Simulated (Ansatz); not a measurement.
# From GeH(OH)3 to GeHF3: predicting a member

On one Ge centre that keeps H, n of the OH ligands are replaced by F. The atomisation energy (no zero-point term) y in kJ/mol at CCSD(T)/def2-TZVPP. Shapes, held fixed at every level: PBE0-D4/def2-TZVP. Flexible molecules stand in one conformer, not always the lowest. Programs: Ansatz 0.2.0.

```
 molecule  n  y (kJ/mol)
 GeH(OH)3  0        2774
GeH(OH)2F  1        2434
GeH(OH)F2  2           ?
    GeHF3  3        1736
```

Problem. Fit y = c + s·n to the known rows and predict GeH(OH)F2.

Solution. 
1. Means of the 3 rows: n = 1.33333, y = 2314.7.
2. Σ(Δn)² = 4.6667, Σ(Δn·Δy) = -1616.7, so the slope is -1616.7/4.6667 = -346.43.
3. Intercept: 2314.7 − (-346.43) × 1.33333 = 2776.6. The largest residual of the fit is 3.8.
4. GeH(OH)F2: 2776.6 + (-346.43) × 2 = 2084 kJ/mol.

The run gave 2089 kJ/mol, so the prediction is off by -5 kJ/mol, about the scatter of the fit. The steps per swap are -340, -345, -353 kJ/mol. The slope is the difference between a Ge–F and a Ge–OH bond with the ligands’ own bonds. Other levels give for GeH(OH)F2: HF/def2-SVP 1424; PBE0-D4/def2-TZVPP 2081; MP2/def2-SVP 2049 kJ/mol. Relativity is left out for Ge unless named. Correlated rows may include outer-core shells of Ge, which these sets cover unevenly.
